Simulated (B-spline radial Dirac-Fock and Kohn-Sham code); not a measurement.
Calculated with a radial finite-basis atomic code, using multi-electron Dirac-Fock with separately optimised hole states, Breit and Lamb-shift corrections added in first order. Free atoms and ions in their tabulated ground configurations, energies from the vacuum level.

Question: Order these levels by binding energy, lowest first.
A. Pd 3p1/2
B. La 3p3/2
C. Ru⁺ 3s
D. Cs⁵⁺ 3p3/2
E. Gd 3d5/2
F. Gd³⁺ 3d3/2

Answer: A (567.6 eV), C (604.9 eV), D (1069.4 eV), B (1140.5 eV), E (1198.6 eV), F (1256.2 eV).
